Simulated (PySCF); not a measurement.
A GIAO shielding run with PySCF (density fitting, non-relativistic, gas phase) on SMILES C1=CC(C2CCCC2)=CC1, C10H14:

```
$ OMP_NUM_THREADS=1 python probes_run.py task.json out

{"job": {"kind": "nmr", "xc": "PBE0", "basis": "pcSseg-1"}, "charge": 0, "multiplicity": 1}
C      3.141712    -0.475234     0.578262
C      1.903337    -0.972806     0.663827
C      1.001055    -0.191296    -0.171194
C     -0.455555    -0.500528    -0.285477
C     -1.157140    -0.567338     1.089722
C     -2.578291    -0.016122     0.873478
C     -2.706238     0.213321    -0.635009
C     -1.278507     0.524270    -1.068656
C      1.710812     0.781778    -0.764454
C      3.142362     0.696528    -0.346622
H      4.026241    -0.828849     1.076334
H      1.587005    -1.817487     1.249805
H     -0.560084    -1.475734    -0.777603
H     -1.177013    -1.588754     1.467967
H     -0.613556     0.042333     1.812485
H     -2.697642     0.931065     1.400591
H     -3.341997    -0.699757     1.243578
H     -3.404957     1.014109    -0.874254
H     -3.049346    -0.698481    -1.127415
H     -1.134394     0.440118    -2.144864
H     -1.006295     1.533241    -0.755247
H      1.354737     1.526553    -1.451496
H      3.806797     0.539920    -1.199615
H      3.475222     1.608916     0.153414
```

Hardware: 1 thread of an Arm Neoverse N1, shared host. The job also computes population analyses, field gradients, ring-centre shieldings.

Question: How large is the calculation?

Answer: 74 electrons, 240 basis functions and 1234 auxiliary functions.

Question: How long does it take, and how much memory does it need?

Answer: 110 s of wall time, with 14 SCF cycles and 5 response iterations; peak memory 1.1 GiB. Times on a shared host scatter by some tens of per cent.
